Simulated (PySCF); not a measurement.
## Dipole response of Tl (thallium, neutral)

[Xe] 4f14 5d10 6s2 6p1, 2P determinant. Computed with PySCF 2.14 in def2-TZVPPD with the def2 core potential (60 electrons) (7s5p4d2f, 56 functions), with scalar relativity through the core potential. Coupled (time-dependent) response in atomic units; α is the mean over directions.

```json
{"method": "UHF", "mean α (bohr³)": "76.43", "α xx, yy, zz": "56.14, 117.0, 56.14", "C₆ (like pair)": "830.3", "S(−4)": "3847"}
{"method": "PBE", "mean α (bohr³)": "82.99", "α xx, yy, zz": "57.80, 133.4, 57.80", "C₆ (like pair)": "856.4", "S(−4)": "5777"}
{"method": "PBE0", "mean α (bohr³)": "77.43", "α xx, yy, zz": "55.16, 122.0, 55.16", "C₆ (like pair)": "806.4", "S(−4)": "4565"}
{"method": "BLYP", "mean α (bohr³)": "84.14", "α xx, yy, zz": "58.76, 134.9, 58.76", "C₆ (like pair)": "862.6", "S(−4)": "6138"}
{"method": "revPBE", "mean α (bohr³)": "84.16", "α xx, yy, zz": "58.50, 135.5, 58.50", "C₆ (like pair)": "871.4", "S(−4)": "5977"}
```

S(−4) is the Cauchy moment in α(ω) = α(0) + S(−4) ω² + …

Reference α: 50 ± 2 bohr³ (recommended; Schwerdtfeger and Nagle, table of static dipole polarizabilities (2023 update)). Published C₆: 509.0 (Gould and Bucko (2016)).

Spin-orbit coupling is absent.

α(iu) at PBE:

```
u (hartree)  α(iu) (bohr³)
          0          82.99
     0.0500          71.57
      0.100          54.04
      0.200          32.87
      0.300          22.79
      0.500          13.60
      0.750          8.804
       1.00          6.407
       1.50          3.987
       2.00          2.762
       3.00          1.560
       5.00         0.6908
```

A single London oscillator, α(iu) = α/(1 + u²/ω²), gives C₆ = (3/4) ω α². Matching the computed C₆ needs ω = 4 × 856.4 / (3 × 82.99²) = 0.166 hartree.

The components differ because the open shell of this determinant is not spherical; for a pure term their mean is the scalar polarisability.

Energies and moments cover only the electrons outside the core potential. Spin-orbit coupling, absent here, splits the open shell strongly.
